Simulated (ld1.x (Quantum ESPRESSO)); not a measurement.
# Scattering properties, PAW potential for Rh (Z = 45)

```json
{
  "Element": "rhodium",
  "Generator": "ld1.x (Quantum ESPRESSO) 7.5",
  "Type": "PAW",
  "Functional": "revPBE",
  "Relativity": "scalar-relativistic",
  "Frozen core": "[Kr]",
  "Valence charge": "9",
  "Reference configuration": "4d8 5s0.75 5p0.25",
  "Partial waves": "5s (bound): rcut 2.45, rcutus 2.85 bohr; 5s channel at 2.65 Ry: rcut 2.45, rcutus 2.85 bohr; 5p (bound): rcut 3.05, rcutus 4.10 bohr; 5p channel at 0.3 Ry: rcut 3.05, rcutus 4.10 bohr; 4d (bound): rcut 2.10, rcutus 2.30 bohr; 4d channel at -0.15 Ry: rcut 2.10, rcutus 2.30 bohr",
  "Local potential": "all-electron potential smoothed inside 2.85 bohr (lloc = -1)",
  "Core correction": "Bessel-smoothed model core inside 2.40 bohr",
  "Augmentation charge": "BESSEL, radius 1.75 bohr"
}
```

The phase is arctan(r·u′/u) with u = r·R(r), unwrapped; energies in Ry, scanned from -2 to 5 Ry. A pole is an energy at which the radial function vanishes at the test radius. The pseudo phase is shifted by a multiple of π to meet the all-electron one at the reference energy, and phase errors are pseudo minus all-electron; the curves can meet again beyond the range given. Levels narrower than the energy grid can be missing from the lists of poles.

**Question.** For each channel, where are the poles, and over which energies does the pseudopotential scatter like the atom?

**Answer.**

```json
{"channel": "s", "radius (bohr)": "4.42", "reference energy (Ry)": "-0.33", "poles, all-electron": "-0.10, 2.37", "poles, pseudo": "-0.10, 2.37", "unbroken range about the reference energy with phases within 0.05 rad": "below 4.0", "phase error 1 Ry above the reference energy (rad)": "-0.001"}
{"channel": "p", "radius (bohr)": "4.42", "reference energy (Ry)": "-0.08", "poles, all-electron": "0.43, 3.03", "poles, pseudo": "0.43, 2.47, 4.70", "unbroken range about the reference energy with phases within 0.05 rad": "below 1.3", "phase error 1 Ry above the reference energy (rad)": "-0.003"}
{"channel": "d", "radius (bohr)": "4.42", "reference energy (Ry)": "-0.47", "poles, all-electron": "-0.45, 1.42, 4.31", "poles, pseudo": "-0.45, 1.43, 4.39", "unbroken range about the reference energy with phases within 0.05 rad": "below 2.6", "phase error 1 Ry above the reference energy (rad)": "+0.000"}
```

Phases in the p channel:

| E (Ry) | all-electron | pseudo |
| --- | --- | --- |
| -2.00 | 1.404 | 1.403 |
| -1.52 | 1.375 | 1.375 |
| -1.04 | 1.325 | 1.325 |
| -0.56 | 1.195 | 1.194 |
| -0.08 | -0.222 | -0.222 |
| 0.40 | -1.554 | -1.554 |
| 0.88 | -1.757 | -1.759 |
| 1.36 | -2.245 | -2.344 |
| 1.84 | -4.296 | -4.428 |
| 2.32 | -4.592 | -4.671 |
| 2.80 | -4.683 | -4.809 |
| 3.28 | -4.741 | -5.666 |
| 3.76 | -4.800 | -7.679 |
| 4.24 | -4.902 | -7.801 |
| 4.72 | -5.393 | -7.856 |
